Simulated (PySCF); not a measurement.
# N2Re⁺: script and output

Input:

```python
from pyscf import gto, scf, mp

mol = gto.M(
    atom='Re 0.0847 0.0979 0; N -0.5659 -0.6543 1.2706; N -0.5659 -0.6543 -1.2706',
    basis='def2-svp',
    ecp={'Re': 'def2-svp'},
    charge=1,
    spin=0,
    verbose=4,
)
mf = scf.RHF(mol)
mf.kernel()
mp.MP2(mf, frozen=2).kernel()
mf.dip_moment()
print('orbital energies (hartree):', mf.mo_energy[..., max(0, mol.nelec[1]-3):mol.nelec[0]+3].round(4))
```

```bash
$ python input.py
```

Output (some set-up lines and the per-cycle HOMO/LUMO lines with their warnings removed):

```
PySCF version 2.14.0

[INPUT] verbose = 4
[INPUT] num. atoms = 3
[INPUT] num. electrons = 28
[INPUT] charge = 1
[INPUT] spin (= nelec alpha-beta = 2S) = 0
[INPUT] symmetry False subgroup None
[INPUT] Mole.unit = angstrom
[INPUT] Symbol           X                Y                Z      unit          X                Y                Z       unit  Magmom
[INPUT]  1 Re     0.084700000000   0.097900000000   0.000000000000 AA    0.160059802751   0.185004187595   0.000000000000 Bohr   0.0
[INPUT]  2 N     -0.565900000000  -0.654300000000   1.270600000000 AA   -1.069396013891  -1.236447803303   2.401086013872 Bohr   0.0
[INPUT]  3 N     -0.565900000000  -0.654300000000  -1.270600000000 AA   -1.069396013891  -1.236447803303  -2.401086013872 Bohr   0.0

nuclear repulsion = 79.0754218468443
number of shells = 24
number of NR pGTOs = 105
number of NR cGTOs = 60
basis = def2-svp
ecp = {'Re': 'def2-svp'}

******** <class 'pyscf.scf.hf.RHF'> ********
method = RHF
initial guess = minao
damping factor = 0
level_shift factor = 0
DIIS = <class 'pyscf.scf.diis.CDIIS'>
diis_start_cycle = 1
diis_space = 8
diis_damp = 0
SCF conv_tol = 1e-09
SCF conv_tol_grad = None
SCF max_cycles = 50
direct_scf = True
direct_scf_tol = 1e-13
Set gradient conv threshold to 3.16228e-05
Initial guess from minao.
init E= -173.46240713493
cycle= 1 E= -185.713440732048  delta_E= -12.3  |g|= 0.745  |ddm|= 8.14
cycle= 2 E= -185.608074359802  delta_E= 0.105  |g|= 0.955  |ddm|= 1.15
cycle= 3 E= -185.786965956827  delta_E= -0.179  |g|= 0.21  |ddm|= 0.742
cycle= 4 E= -185.797518244844  delta_E= -0.0106  |g|= 0.0325  |ddm|= 0.187
cycle= 5 E= -185.798985046709  delta_E= -0.00147  |g|= 0.0177  |ddm|= 0.103
cycle= 6 E= -185.799503620693  delta_E= -0.000519  |g|= 0.0104  |ddm|= 0.0629
cycle= 7 E= -185.799723090091  delta_E= -0.000219  |g|= 0.00618  |ddm|= 0.0451
cycle= 8 E= -185.799823592351  delta_E= -0.000101  |g|= 0.00444  |ddm|= 0.0294
cycle= 9 E= -185.799913359865  delta_E= -8.98e-05  |g|= 0.00194  |ddm|= 0.0452
cycle= 10 E= -185.799929485111  delta_E= -1.61e-05  |g|= 0.000915  |ddm|= 0.0202
cycle= 11 E= -185.799932327908  delta_E= -2.84e-06  |g|= 0.000358  |ddm|= 0.00743
cycle= 12 E= -185.799932704035  delta_E= -3.76e-07  |g|= 8.43e-05  |ddm|= 0.00305
cycle= 13 E= -185.799932715775  delta_E= -1.17e-08  |g|= 4.17e-05  |ddm|= 0.000405
cycle= 14 E= -185.799932717978  delta_E= -2.2e-09  |g|= 2.23e-05  |ddm|= 0.000222
cycle= 15 E= -185.799932718212  delta_E= -2.34e-10  |g|= 4.19e-06  |ddm|= 6.43e-05
Extra cycle  E= -185.799932718229  delta_E= -1.66e-11  |g|= 2.84e-06  |ddm|= 1.26e-05
converged SCF energy = -185.799932718229

******** <class 'pyscf.mp.mp2.RMP2'> ********
nocc = 12, nmo = 58
frozen orbitals 2
E(RMP2) = -186.568748962927  E_corr = -0.768816244698178
E(SCS-RMP2) = -186.509651447086  E_corr = -0.709718728857386
E_corr(same-spin) = -0.245608574746647
E_corr(oppo-spin) = -0.523207669951531

WARN: System has nonzero charge 1; the dipole moment is origin-dependent.
Location of origin: [0. 0. 0.]

Dipole moment(X, Y, Z, Debye):  3.26999,  3.78051, -0.00000
orbital energies (hartree): [-0.7253 -0.6992 -0.6207 -0.2899 -0.2302 -0.2085]
```

In short: E(SCF) = -185.799933 Eh, 15 cycles, E(MP2) − E(SCF) = -0.76882 Eh.

Wall time 2.1 s on one thread of a shared host.

The dipole of an ion depends on the origin.
